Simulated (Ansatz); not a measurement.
Consider the ligand exchange at a B–Cl bond: `FB(F)Cl` + dimethylamine → `CN(C)B(F)F` + HCl.

Program: Ansatz. Geometries: PBE0-D4/def2-TZVP. ΔE: electronic, gas phase. CCSD(T)/CBS adds triple-zeta CCSD(T) − MP2 to the extrapolated MP2 energy (def2 sets, frozen cores). This one scheme is used for every species. DFT in def2-TZVPP. Each species was taken in one conformer, which may not be the lowest.

CCSD(T)/CBS gives -0.53 eV.

**Question.** Another level gave -0.47 eV. Which?
A. PBE/def2-TZVPP
B. r2SCAN/def2-TZVPP
C. RPA@PBE/def2-TZVPP
D. LDA (SPW92)/def2-TZVPP

**Answer.** B. r2SCAN -0.47, LDA (SPW92) -0.60, RPA@PBE/def2-TZVPP -0.52, PBE -0.42 eV.

Largest T1 diagnostic among the species: 0.012.

From PBE to PBE0 (25 % exact exchange), in def2-TZVPP and without D4, ΔE moves by −0.04 eV. The D4 term adds −0.05 eV with B3LYP and −0.03 eV with PBE0; it sums over pairs of atoms, weighted by their polarisabilities, and B3LYP, whose exchange is more repulsive, gets the larger term. Leaving LDA and LC-ωPBE aside and taking each functional with its dispersion term where it has one, the values, not all of them listed here, spread over 0.13 eV, from CAM-B3LYP-D4 to revPBE-D4. LDA lies −0.18 eV from PBE without D4.

B3LYP here is the variant with VWN-RPA as its local correlation; programs differ in this.
